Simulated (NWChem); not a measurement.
System: C4H5BO; SMILES OB1C=CC=C1

Here is an NWChem input.

```
start job
memory heap 200 mb stack 900 mb global 1100 mb
geometry units angstroms noautoz
  O      0.076061    -2.140145     0.000000
  B      0.017866    -0.794087     0.000000
  C      1.274648     0.171464     0.000000
  C      0.759106     1.413505     0.000000
  C     -0.742765     1.405552     0.000000
  C     -1.252938     0.160219     0.000000
  H     -0.793130    -2.554873     0.000000
  H      2.343652    -0.048055     0.000000
  H      1.326114     2.350341     0.000000
  H     -1.320376     2.336255     0.000000
  H     -2.325033    -0.050309     0.000000
end
basis spherical
  * library def2-tzvp
end
dft
  xc xpbe96 cpbe96
  iterations 150
  semidirect filesize 400000000
  mulliken
end
task dft energy
```

NWChem printed, in part:

```
             Northwest Computational Chemistry Package (NWChem) 7.3.0
             --------------------------------------------------------

 CS  symmetry detected

                             Geometry "geometry" -> ""
                             -------------------------

 Output coordinates in angstroms (scale by  1.889725989 to convert to a.u.)

  No.       Tag          Charge          X              Y              Z
 ---- ---------------- ---------- -------------- -------------- --------------
    1 O                    8.0000     0.07024458    -2.13655225     0.00000000
    2 B                    5.0000     0.01335374    -0.79043850     0.00000000
    3 C                    6.0000     1.27107062     0.17389441     0.00000000
    4 C                    6.0000     0.75673222     1.41643431     0.00000000
    5 C                    6.0000    -0.74514578     1.40993641     0.00000000
    6 C                    6.0000    -1.25652509     0.16509827     0.00000000
    7 H                    1.0000    -0.79934782    -2.55043794     0.00000000
    8 H                    1.0000     2.33986144    -0.04666019     0.00000000
    9 H                    1.0000     1.32464760     2.35272053     0.00000000
   10 H                    1.0000    -1.32185480     2.34119859     0.00000000
   11 H                    1.0000    -2.32882355    -0.04439093     0.00000000

 Effective nuclear repulsion energy (a.u.)     192.1718307977

      Symmetry information
      --------------------

 Group name             Cs
 Group number              2
 Group order               2
 No. of unique centers    11

  pbe96 is a nonlocal functional; adding pw91lda local functional.

                                 NWChem DFT Module
                                 -----------------

 Summary of "ao basis" -> "ao basis" (spherical)
 ------------------------------------------------------------------------------
       Tag                 Description            Shells   Functions and Types
 ---------------- ------------------------------  ------  ---------------------
 O                         def2-tzvp                11       31   5s3p2d1f
 B                         def2-tzvp                11       31   5s3p2d1f
 C                         def2-tzvp                11       31   5s3p2d1f
 H                         def2-tzvp                 4        6   3s1p

      Symmetry analysis of basis
      --------------------------

        a'        151
        a"         65

            General Information
            -------------------
          SCF calculation type: DFT
          Wavefunction type:  closed shell.
          No. of atoms     :    11
          No. of electrons :    42
           Alpha electrons :    21
            Beta electrons :    21
          Charge           :     0
          Spin multiplicity:     1
          Use of symmetry is: on ; symmetry adaption is: on
          Maximum number of iterations: 150
          AO basis - number of functions:   216
                     number of shells:    86
          Convergence on energy requested:  1.00D-06
          Convergence on density requested:  1.00D-05
          Convergence on gradient requested:  5.00D-04

              XC Information
              --------------
          PerdewBurkeErnzerhof Exchange Functional  1.000
            Perdew 1991 LDA Correlation Functional  1.000 local
           PerdewBurkeErnz. Correlation Functional  1.000 non-local

             Grid Information
             ----------------
          Grid used for XC integration:  medium
          Radial quadrature: Mura-Knowles
          Angular quadrature: Lebedev.
          Tag              B.-S. Rad. Rad. Pts. Rad. Cut. Ang. Pts.
          ---              ---------- --------- --------- ---------
          O                   0.60       49          12.0       434
          B                   0.85       49          11.0       434
          C                   0.70       49          12.0       434
          H                   0.35       45          13.0       434
          Grid pruning is: on
          Number of quadrature shells:   519
          Spatial weights used:  Erf1

      Superposition of Atomic Density Guess
      -------------------------------------

 Sum of atomic energies:        -252.50337890

      Non-variational initial energy
      ------------------------------

 Total energy =    -256.075014
 1-e energy   =    -720.409761
 2-e energy   =     272.162916
 HOMO         =      -0.273560
 LUMO         =      -0.114802

      Symmetry analysis of molecular orbitals - initial
      -------------------------------------------------

  Numbering of irreducible representations:

     1 a'          2 a"

  Orbital symmetries:

     1 a'          2 a'          3 a'          4 a'          5 a'
     6 a'          7 a'          8 a'          9 a'         10 a'
    11 a'         12 a'         13 a'         14 a'         15 a"
    16 a'         17 a'         18 a"         19 a'         20 a'
    21 a"         22 a"         23 a'         24 a"         25 a'
    26 a'         27 a"         28 a'         29 a'         30 a'
    31 a'

------------------------------------------------------------
EAF file 0: "./job.aoints.0" size=694157312 bytes
------------------------------------------------------------
               write      read    awrite     aread      wait
               -----      ----    ------     -----      ----
     calls:     1324         0         0         0         0
   data(b): 6.94e+08  0.00e+00  0.00e+00  0.00e+00
   time(s): 0.00e+00  0.00e+00  0.00e+00  0.00e+00  0.00e+00
rate(mb/s): 0.00e+00  0.00e+00
------------------------------------------------------------

     ---------------------------------------------
      Total Density - Mulliken Population Analysis
     ---------------------------------------------

[...]
```

Level: PBE/def2-TZVP. Structure relaxed at the PBE0/def2-SVP level.
